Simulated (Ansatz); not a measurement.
Born–Oppenheimer molecular dynamics of C3H5BSi (10 atoms, charge 0, multiplicity 1). It starts at the highest image of a converged band. Of that band: Neighbouring images differ by up to 1.5 eV, so the band resolves the path poorly. A vibrational analysis at the climbing image gives one clearly imaginary mode, 1050i cm⁻¹: a first-order saddle point.

The calculation used UKS PBE-D4/def2-SVP in Ansatz.

| Property | Result |
| --- | --- |
| ensemble | NVE (velocity Verlet) |
| time step | 0.5 fs |
| steps asked | 200 |
| starting velocities drawn for | 300 K |
| seed | 4331 |

First frame:

```xyz
10
Properties=species:S:1:pos:R:3
B -0.779 0.568 -0.931
C -0.413 -0.896 -1.060
C 0.650 -1.088 -0.160
C 1.572 -0.438 0.528
Si 0.268 1.092 0.765
H -1.667 1.147 -1.525
H -0.950 -1.702 -1.580
H 0.808 -1.762 0.846
H -0.473 0.697 2.016
H 1.067 2.329 1.102
```

(1) What does the run give?

(2) What happens to the structure?

(3) How do temperature and energy run in time?

## Answers

(1) All steps were run.

```json
{
 "steps done": "200",
 "time covered": "100 fs",
 "mean temperature over the second half": "819 K",
 "spread of the potential energy over the second half": "18.7 meV per atom",
 "mean potential energy of the second half above the start": "-53.7 meV per atom"
}
```

The conserved energy stayed within 0.14 meV per atom of its start (net change -0.13 meV per atom), so the integration is sound. The kinetic energy rose, since the run started high on the potential surface and went downhill. A run of 0.1 ps of so small a system gives no equilibrium averages. The orbitals were unrestricted but ended closed-shell.

(2) Between its relaxed ends the band would form C3–H8 and break B1–C3, C3–Si5, C4–H8. These pairs go: C3–H8 1.22 → 1.09 Å, B1–C3 2.32 → 2.53 Å, C3–Si5 2.40 → 2.95 Å, C4–H8 1.56 → 2.27 Å. In the last frame they stand as after the step (other bonds may differ from the relaxed reactants and products). Also joined: C2–C4 2.58 → 1.68 Å. It ends as one piece, C3H5BSi. Pairs count as bonded within 1.25 times the sum of covalent radii (0.12 Å more for H–H). Another seed would give other details.

(3) 
| time (fs) | T (K) | potential energy less start (eV) | conserved less start (meV/atom) |
| --- | --- | --- | --- |
| 0 | 300 | 0.000 | 0.00 |
| 5 | 198 | 0.106 | 0.05 |
| 10 | 199 | 0.105 | 0.08 |
| 15 | 700 | -0.414 | 0.00 |
| 20 | 981 | -0.704 | -0.04 |
| 25 | 828 | -0.546 | 0.01 |
| 30 | 1026 | -0.751 | -0.04 |
| 35 | 1233 | -0.966 | -0.03 |
| 40 | 1154 | -0.882 | 0.06 |
| 45 | 1306 | -1.041 | -0.05 |
| 50 | 937 | -0.658 | 0.08 |
| 55 | 947 | -0.670 | 0.00 |
| 60 | 938 | -0.659 | 0.07 |
| 65 | 1070 | -0.797 | -0.04 |
| 70 | 623 | -0.333 | 0.06 |
| 75 | 553 | -0.261 | 0.03 |
| 80 | 649 | -0.362 | -0.06 |
| 85 | 678 | -0.391 | 0.00 |
| 90 | 927 | -0.649 | -0.07 |
| 95 | 773 | -0.489 | 0.03 |
| 100 | 1088 | -0.816 | -0.13 |

The run took 13 min on 2 threads of AMD EPYC 7R43 64-Core Processor (Zen 3) (shared host), peak memory 0.26 GiB.
